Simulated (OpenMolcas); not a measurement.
Cu2+ with its 6 nearest fluoride ions, on the Mg site of KMgF3 (a = 3.973 Å, distance in the model lattice 1.986 Å). The rest of the host is ab initio model potentials to 7.6 Å, with orthogonalisation functions on the cations behind the ligands, and point charges beyond; the distance is set by hand and nothing relaxes. Ligand basis ANO-RCC-VDZP.

```yaml
Program: OpenMolcas 26.06
Method: "SS-CASPT2, IPEA 0.25 Eh, imaginary shift 0.1 Eh (closed shells correlated: 3s 3p and the ligand valence shells)"
Basis: ANO-RCC-VTZP [6s5p3d2f1g]
Scalar_Hamiltonian: DKH2, point nucleus
Active_space: 9 electrons in 5 orbitals (3d)
State_averaging: 2S+1 = 2 even, 5 roots
Spin-orbit_coupling: state interaction with AMFI integrals over the reference wave functions
```

All ligands move together. At R = 1.986 Å |10Dq| is 8376 cm-1, and at R = 2.021 Å it is 7643 cm-1.

Problem. A third run gives 7228 cm-1. What distance was it run at?

Solution. With a power law R^-n the two known points give n = -ln(7643 / 8376) / ln(2.021 / 1.986) = 5.24. Then R = 1.986 × (8376 / 7228)^(1/5.24) = 2.043 Å. The run was at 2.04 Å, so the estimate is off by +0.003 Å.

Roots that are degenerate in the reference are averaged as groups; the widest CASPT2 spread within a group is 77 cm-1 (the 3-fold group of multiplicity 2 near 7230 cm-1 above the lowest state of its run, R = 2.04). Shifts and gaps below about the spread of the groups concerned are not significant. Over all roots computed the reference weight is 0.74 in R = 1.986, 0.74 in R = 2.021, 0.74 in R = 2.04; a low but even weight reflects the number of correlated electrons. An orbital doublet at a regular site is open to a Jahn-Teller distortion, which this geometry leaves out. A single d shell leaves out the double-shell effect, which counts most for late 3d ions, where the CASPT2 field can be off either way by tens of per cent. Ligand-to-metal charge-transfer states are missing. With one d shell and no ligand orbital active, 10Dq can be off by tens of per cent for divalent 3d ions, low with halides held by bare charges and at times high in hosts, and the orbital part of g and χT goes as 1/10Dq. Free-ion shares, where given, are those of the reference states; single-state CASPT2 does not remix them. No measured value stands beside these numbers; the geometry was set by hand and not optimised.
